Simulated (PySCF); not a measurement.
A structure optimised at PBE-D3(BJ)/def2-SVP, used in a PySCF frequency run:

```
C
H 1 1.1106
H 1 1.1159 2 104.18
N 1 1.4673 2 108.33 3 -113.08
C 4 1.2862 1 120.51 2 -154.92
H 5 1.1113 4 116.54 1 -177.02
C 5 1.5000 6 115.03 4 178.90
N 7 1.2851 5 127.08 6 -165.52
H 7 1.1185 8 118.85 5 -177.11
Si 8 1.7843 7 117.69 9 -179.58
H 10 1.5010 8 108.88 7 -136.01
H 10 1.5044 11 109.26 8 117.69
```
Charge 0, spin multiplicity 1.

Q: Write its SMILES and formula.

A: C1=NC[SiH2]N=C1, C3H6N2Si

Q: What are its rotational constants (standard atomic weights)?

A: 4.4166, 3.4316, 2.0336 GHz
